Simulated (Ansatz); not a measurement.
Cost and result for the atomization energy of ClH₅N₂OSi₂ (`O[Si]1(Cl)N[SiH2]N1`) (11 atoms, 11 bonds).

Z-matrix (Å, degrees):
```
Si
Cl 1 2.044
N 1 1.715 2 115.7
N 1 1.715 2 115.7 3 -100.2
O 1 1.629 2 102.2 3 129.9
Si 1 2.501 2 123.8 3 -50.1
H 3 1.001 1 132.3 2 52.6
H 4 1.001 1 132.4 2 -53.4
H 5 0.960 1 115.2 2 -179.9
H 6 1.487 1 128.7 2 -180.0
H 6 1.487 1 123.4 2 0.0
```

The species carries charge 0 and has multiplicity 1. The structure was optimised at the PBE0-D4/def2-TZVP level. It is one conformer, not always the lowest. Program: Ansatz. All runs use 4 threads of an Intel Xeon 6985P-C on a shared host. Times are those of one run each, without the atoms' runs, and a repeat can differ threefold. Electronic energies, without spin–orbit coupling; frozen cores. CCSD(T)/CBS adds CCSD(T) − MP2 in def2-TZVPP to the MP2 limit, and its time is that of the two runs behind it. T1 = 0.011. HSE06 is the plane-wave form, built on full-range PBE exchange.

CCSD(T)/CBS is a level of theory with its own doubt, some kJ/mol a heavy atom from the limit and from the frozen cores, so smaller differences don't rank the functionals.

| level | functions | wall time | atomization (kcal/mol) | difference from CCSD(T)/CBS | per bond |
| --- | --- | --- | --- | --- | --- |
| LDA (SPW92)/def2-TZVPP | 289 | 1.1 s | 1128.3 | 139.6 | 12.7 |
| BLYP-D4/def2-TZVPP | 289 | 1.6 s | 980.1 | -8.6 | -0.8 |
| PBE0-D4/def2-TZVPP | 289 | 3 s | 978.7 | -10.0 | -0.9 |
| BHLYP-D4/def2-TZVPP | 289 | 3.1 s | 952.7 | -36.0 | -3.3 |
| HSE06-D4/def2-TZVPP | 289 | 3.5 s | 979.5 | -9.2 | -0.8 |
| CCSD(T)/def2-SVP | 121 | 4 s | 887.7 | -101.0 | -9.2 |
| r2SCANh-D4/def2-TZVPP | 289 | 4.2 s | 976.0 | -12.7 | -1.2 |
| B2PLYP/def2-TZVPP | 289 | 4.5 s | 970.9 | -17.8 | -1.6 |
| PBE-QIDH/def2-TZVPP | 289 | 4.5 s | 974.2 | -14.5 | -1.3 |
| ωB97X-V/def2-TZVPP | 289 | 7 s | 993.2 | 4.5 | 0.4 |
| MP2/def2-QZVPP | 531 | 20 s | 999.5 | 10.8 | 1.0 |
| CCSD(T)/def2-TZVPP | 289 | 84 s | 951.5 | -37.2 | -3.4 |
| CCSD(T)/CBS(def2) | – | 100 s | 988.7 | 0.0 | 0.0 |

At CCSD(T), def2-SVP lies −101.0 kcal/mol from the extrapolated value and def2-TZVPP −37.2 kcal/mol: correlation converges slowly with the basis, and small sets miss more of it in the bonded molecule than in its fragments. The D4 term adds +13.2 kcal/mol with B3LYP and +6.9 kcal/mol with PBE0; it sums over pairs of atoms, weighted by their polarisabilities, and B3LYP, whose exchange is more repulsive, gets the larger term. In def2-TZVPP, CCSD(T) changes the Hartree–Fock value by +268.5 kcal/mol (the triples alone add +17.0 kcal/mol) and MP2 by +294.0 kcal/mol; breaking electron pairs costs correlation energy, which Hartree–Fock lacks.

B3LYP here is the variant with VWN-RPA as its local correlation; programs differ in this.
